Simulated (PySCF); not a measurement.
Mg(SH)(SiH3) (H4MgSSi), SMILES [SiH3][Mg][SH]. Atoms are numbered in the order given.

```xyz
7

Mg     0.0252     0.0990    -0.0840
S      0.5508     1.7593    -1.6049
H      1.4031     0.9391    -2.2683
Si    -0.5942    -1.7097     1.6351
H     -1.3227    -2.8695     1.0177
H     -1.4877    -1.1836     2.7226
H      0.6091    -2.2882     2.3241
```
Charge 0, spin multiplicity 1.

The structure is a stationary point at PBE-D3(BJ)/def2-TZVP. One conformer was computed; it need not be the lowest.

Level of theory: PySCF with B3LYP/pcJ-1.

Isotropic couplings with Fermi-contact, spin-dipole and both spin-orbit terms, one fixed conformer, no vibrational averaging. Isotopes: 1H, 29Si.

Estimate the spin–spin coupling constants. (The exact figures need the calculation; the answer reports its results.)


```json
[
 {"pair": "Si4–H5", "bonds apart": "1", "J (Hz)": "-190.6"},
 {"pair": "Si4–H6", "bonds apart": "1", "J (Hz)": "-190.5"},
 {"pair": "Si4–H7", "bonds apart": "1", "J (Hz)": "-190.4"},
 {"pair": "H5–H6", "bonds apart": "2", "J (Hz)": "-2.4"},
 {"pair": "H5–H7", "bonds apart": "2", "J (Hz)": "-2.2"},
 {"pair": "H6–H7", "bonds apart": "2", "J (Hz)": "-2.4"},
 {"pair": "H3–Si4", "bonds apart": "3", "J (Hz)": "1.6"},
 {"pair": "H3–H5", "bonds apart": "4", "J (Hz)": "-0.3"},
 {"pair": "H3–H6", "bonds apart": "4", "J (Hz)": "-0.5"}
]
```
